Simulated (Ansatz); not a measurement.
Total energies of CH$_{5}$AlSSi.

```xyz
9

Al    0.7169    1.7720   -0.6846
C    -0.1476    0.2153    0.1750
Si   -0.4385   -1.6134    0.3880
S    -0.8687    1.4134    1.0365
H     2.1415    2.1840   -0.1347
H     0.0626    2.2935   -2.0268
H    -1.4279   -1.9068    1.4567
H     0.8758   -2.2264    0.7106
H    -0.9141   -2.1316   -0.9206
```

The species carries charge 0 and has multiplicity 1. The bonds changed during the relaxation, so this is another structure than the one it started from. Geometry: relaxed with PBE0-D4/def2-TZVP. Basis def2-TZVPP, Ansatz.

RPA on PBE orbitals: Hartree–Fock energy of these orbitals -969.10989 Eh, correlation -0.97520 Eh (frozen core).

```csv
functional,energy without D4 (Eh),D4 term (kJ/mol)
LDA (SPW92),-967.24818,–
PBE,-970.71162,-22.6
revPBE,-971.03367,-59.2
BLYP,-971.20773,-48.5
r2SCAN,-971.12420,-5.3
B97M-V,-971.00619,–
PBE0,-970.80026,-19.3
B3LYP,-971.29742,-36.9
r2SCANh,-971.11602,-5.7
r2SCAN0,-971.10486,-6.4
HSE06 (plane-wave form),-970.77768,-18.2
BHLYP,-971.20342,-31.8
CAM-B3LYP,-971.22446,-20.0
LC-ωPBE,-970.90517,–
ωB97X-V,-971.07196,–
ωB97M-V,-971.14489,–
B2PLYP,-970.82836,–
PBE-QIDH,-970.53450,–
```

B3LYP takes the VWN-RPA correlation (the form of Gaussian; ORCA's B3LYP/G). HSE06 is the plane-wave form, built on full-range PBE exchange. The double hybrids freeze the cores in their second-order part.

LC-ωPBE has ω = 0.4 bohr⁻¹.
